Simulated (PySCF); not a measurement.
Compound: C6H5ClN2.
Cartesian coordinates in Å at the GFN2-xTB level; atoms count from 1:
```xyz
14
C6H5ClN2 angstrom
C      2.4429   -0.8455    0.4175
C      1.7087    0.2468    0.2373
C      0.2712    0.2001    0.0268
N     -0.3372   -0.9844    0.0132
C     -1.6426   -1.0349   -0.1791
C     -2.3925    0.1171   -0.3670
N     -1.8126    1.3084   -0.3574
C     -0.5127    1.3555   -0.1650
Cl     0.1780    2.9315   -0.1632
H      1.9855   -1.8201    0.4141
H      3.5066   -0.7942    0.5713
H      2.1511    1.2322    0.2381
H     -2.0868   -2.0200   -0.1810
H     -3.4604    0.1070   -0.5277
```

Computed at PBE0/pcSseg-1 (PySCF, non-relativistic), with Q(14N) = 0.02044 b, Q(35Cl) = −0.0817 b: N4, 14N (I = 1): χzz = -5.550 MHz, η = 0.417; N7, 14N (I = 1): χzz = -5.599 MHz, η = 0.393; Cl9, 35Cl (I = 3/2): χzz = -73.46 MHz, η = 0.155.

(1) Find the zero-field quadrupole resonance frequencies of 14N at N4.

(2) Find the zero-field quadrupole resonance frequencies of 14N at N7.

(3) Find the zero-field quadrupole resonance frequencies of 35Cl at Cl9.

(4) Apply the simplest Townes–Dailey estimate (no s hybridisation, no π bonding), ionic character = 1 − χzz/χ0, where χ0 is the coupling for one missing p electron along the bond: −109.74 MHz for 35Cl.

## Answers

(1) From ν± = (3/4)|χ|(1 ± η/3) and ν0 = |χ|η/2: ν+ 4.741 MHz, ν− 3.583 MHz, ν0 1.158 MHz (pyridine-type nitrogen).

(2) From ν± = (3/4)|χ|(1 ± η/3) and ν0 = |χ|η/2: ν+ 4.749 MHz, ν− 3.649 MHz, ν0 1.100 MHz (pyridine-type nitrogen).

(3) From ν = (|χ|/2)√(1 + η²/3): ν = 36.88 MHz (aryl chlorine). For 37Cl the ratio of quadrupole moments, 0.7881, gives 29.06 MHz.

(4) Cl9 on C8: 1 − (-73.46)/(-109.74) = 0.33. In this model a purely covalent bond gives χ0 and a free halide ion gives zero; s hybridisation or π bonding, where present, is counted here as ionic character.

In a crystal, neighbours and librations shift these lines. The structure is a single GFN2-xTB conformer in the gas phase; no vibrational or solvent corrections. GFN2-xTB bond lengths can be off by several hundredths of an ångström, more for odd bonds, and the gradients follow them. With so small a basis the couplings can be 20 % off.
